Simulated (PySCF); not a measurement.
SMILES FCCl (CH2ClF) (B3LYP/def2-SVP optimised geometry):

```
5

F      0.999    -0.589     0.000
C     -0.353    -0.589     0.000
Cl    -0.999     1.083     0.000
H     -0.726    -1.083     0.909
H     -0.725    -1.083    -0.909
```

Calculation: PySCF with B3LYP/def2-TZVP.

Question: What are the frontier orbital energies and the dipole moment?

Answer: HOMO-2 -10.52 eV, HOMO-1 -9.00 eV, HOMO -8.56 eV, LUMO 0.20 eV, LUMO+1 1.34 eV; dipole moment 1.81 D.

On the same geometry PBE/def2-TZVP (PySCF) gives HOMO-2 -9.10 eV, HOMO-1 -7.80 eV, HOMO -7.33 eV, LUMO -0.59 eV, LUMO+1 0.75 eV; dipole moment 1.71 D.

Meta-Löwdin charges at B3LYP/def2-TZVP: F1 -0.28, C2 0.12, Cl3 -0.11, H4 0.13, H5 0.13.
